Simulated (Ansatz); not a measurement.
The same hydrolysis along the group F, Cl, Br.

Program: Ansatz. Geometries: PBE0-D4/def2-TZVP. ΔE: electronic, gas phase. CBS: MP2 limit from def2 TZ/QZ plus the TZ coupled-cluster correction, frozen cores. This one scheme is used for every species. For Br, Ge outer-core shells are correlated without core-valence functions, which leaves a few kJ/mol of doubt a bond. Scalar relativity is left out up to krypton.

**Question.** Order these by ΔE at CCSD(T)/CBS, lowest first. (Best estimate.)
A. `[GeH][Br]` + H₂O → `[OH][GeH]` + HBr
B. `[Cl][GeH]` + H₂O → `[OH][GeH]` + HCl
C. `[F][GeH]` + H₂O → `[OH][GeH]` + H–F

**Answer.** C (+17.1 kJ/mol), B (+38.8 kJ/mol), A (+50.6 kJ/mol).

Largest T1 diagnostic: 0.016, for `[OH][GeH]`.
